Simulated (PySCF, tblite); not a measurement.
Isomers of [C6H8F2]+ (charge +1 and doublet state), one GFN2-xTB conformer each. Single-point energies are computed at B3LYP/pcH-1 (PySCF, gas phase, no added dispersion term), electronic only. GFN2-xTB treats the open shell by occupation alone, and not every SCF solution was tested for stability.

```
                   SMILES  GFN2-xTB relative energy (kJ/mol)
[CH2+][C]=C[C@@H](C)C(F)F                               77.5
   [CH2+][C](F)/C=C(\C)CF                                0.0
  [CH2+][C]1CC[C@@]1(F)CF                               42.5
```

Conformers: `[CH2+:1][C:2]=[CH:3][C@@H:4]([CH3:5])[CH:6]([F:7])[F:8]` (charge +1 and doublet state) with C2–C3–C4–C5 179°, C3–C4–C6–F7 48°; `[CH2+:1][C:2]([F:3])/[CH:4]=[C:5](\[CH3:6])[CH2:7][F:8]` (charge +1 and doublet state) with H–C1–C2–F3 180° and 0°, C1–C2–C4–C5 179°, C4–C5–C7–F8 -1°; `[CH2+:1][C:2]1[CH2:3][CH2:4][C@@:5]1([F:6])[CH2:7][F:8]` (charge +1 and doublet state) with H–C1–C2–C3 -170° and 13°, C4–C5–C7–F8 42°, C1–C2–C3–C4 -165°, C2–C3–C4–C5 -11°, C3–C4–C5–F6 131°, C1–C2–C5–C4 165°.

Question: What does B3LYP/pcH-1 give for the same structures?

Answer: 
```
                   SMILES  B3LYP/pcH-1 E (Eh)  B3LYP/pcH-1 (kJ/mol)  GFN2-xTB (kJ/mol)  point group
   [CH2+][C](F)/C=C(\C)CF          -432.82223                   0.0                0.0      near Cs
[CH2+][C]=C[C@@H](C)C(F)F          -432.77428                 125.9               77.5           C1
  [CH2+][C]1CC[C@@]1(F)CF          -432.76170                 158.9               42.5           C1
```

Both levels put the same isomer lowest; measured from each level's own lowest isomer, the values differ by up to 116.4 kJ/mol ([CH2+][C]1CC[C@@]1(F)CF: 42.5 against 158.9). As drawn, the highest has a four-membered ring, which the lowest lacks.

Question: What happens when harmonic zero-point energies from GFN2-xTB frequencies are added?

Answer: 
```
                   SMILES  ZPE (kJ/mol)  electronic (kJ/mol)  with ZPE (kJ/mol)
   [CH2+][C](F)/C=C(\C)CF         314.3                  0.0                0.0
[CH2+][C]=C[C@@H](C)C(F)F         309.1                125.9              120.7
  [CH2+][C]1CC[C@@]1(F)CF         315.5                158.9              160.1
```

The zero-point energies span 6.4 kJ/mol. The order is unchanged.
